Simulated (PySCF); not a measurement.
Geometries of 2 isomers of [C4H2F3O2]- (charge -1), from PySCF, PBE0-D3(BJ)/def2-SVP geometry optimisation, gas phase. One conformer each, no zero-point energy, no frequencies.

Question: Which isomer lies lower at this level?
A.
```xyz
11
angstrom
O      2.986   -0.141   -1.001
C      2.194    0.219   -0.120
O      2.360    0.794    0.968
C      0.708   -0.103   -0.419
F      0.456   -0.684   -1.601
C     -0.313    0.152    0.411
C     -1.717   -0.164    0.105
F     -2.514    0.948    0.172
F     -2.253   -1.041    1.011
H     -0.049    0.625    1.359
H     -1.838   -0.605   -0.898
```
B.
```xyz
11
angstrom
O     -1.120   -2.133    0.102
C     -1.203   -0.924   -0.105
C     -0.167    0.057   -0.057
C     -0.467    1.426   -0.322
O     -1.561    1.912   -0.612
C      1.201   -0.375    0.279
F      2.093    0.648    0.287
F      1.319   -0.952    1.499
F      1.720   -1.289   -0.577
H     -2.191   -0.462   -0.368
H      0.423    2.109   -0.248
```

Answer: B. That is `O=C/C(=C\[O-])C(F)(F)F`, 12.3 kcal/mol below the other.

```tsv
SMILES	atoms numbered as above	E (Eh)	relative (kcal/mol)	relative (kJ/mol)	dipole about centre of mass (D)
O=C/C(=C\[O-])C(F)(F)F	[O:1]=[CH:2]/[C:3](=[CH:4]\[O-:5])[C:6]([F:7])([F:8])[F:9]	-602.60052	0.0	0.0	3.94
O=C([O-])/C(F)=C/C(F)F	[O:1]=[C:2]([O-:3])/[C:4]([F:5])=[CH:6]/[CH:7]([F:8])[F:9]	-602.58086	12.3	51.6	7.82
```
